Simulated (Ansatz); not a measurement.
One change: `[NH2][GeH2][B](O)O` becomes `CCB(O)O`.

Ansatz, PBE0-D4/def2-TZVP geometries, multiplicity 1. Each molecule was computed in one conformer, which needn't be the lowest.

Scalar relativity is left out up to krypton.

| property | `[NH2][GeH2][B](O)O` |
| --- | --- |
| size of the dipole moment (PBE/def2-TZVPP) / D | 2.10 |
| HOMO energy (B3LYP/def2-TZVPP) / eV | -6.61 |
| ideal-gas entropy at 298 K and 1 bar (rigid rotor, harmonic PBE0-D4/def2-TZVP) / J/(mol·K) | 379 |
| LUMO energy (ωB97M-V/def2-TZVPP) / eV | 1.65 |
| size of the dipole moment (ωB97M-V/def2-TZVPP) / D | 2.18 |
| LUMO energy (B3LYP/def2-TZVPP) / eV | -0.36 |

Q: Give the same properties after the change, and the shifts. (Best estimate.)

A: The calculation gave: 
```json
{"property": "size of the dipole moment (PBE/def2-TZVPP) / D", "`CCB(O)O`": "1.29", "shift": "-0.81"}
{"property": "HOMO energy (B3LYP/def2-TZVPP) / eV", "`CCB(O)O`": "-8.55", "shift": "-1.94"}
{"property": "ideal-gas entropy at 298 K and 1 bar (rigid rotor, harmonic PBE0-D4/def2-TZVP) / J/(mol·K)", "`CCB(O)O`": "327", "shift": "-52"}
{"property": "LUMO energy (ωB97M-V/def2-TZVPP) / eV", "`CCB(O)O`": "2.03", "shift": "0.38"}
{"property": "size of the dipole moment (ωB97M-V/def2-TZVPP) / D", "`CCB(O)O`": "1.36", "shift": "-0.82"}
{"property": "LUMO energy (B3LYP/def2-TZVPP) / eV", "`CCB(O)O`": "0.33", "shift": "0.69"}
```

With PBE0 the HOMO falls by 1.90 eV and the LUMO rises by 0.80 eV, so the gap widens by about 2.70 eV. PBE moves the HOMO by -1.82 eV and ωB97M-V by -1.99 eV. The zero-point energy changes by 63.1 kJ/mol with +3 modes. Dipoles are sizes alone; their direction can turn. Modes under 60 cm⁻¹, often nearly free rotors, make the harmonic entropy too high.

B3LYP here is the variant with VWN-RPA as its local correlation; programs differ in this.
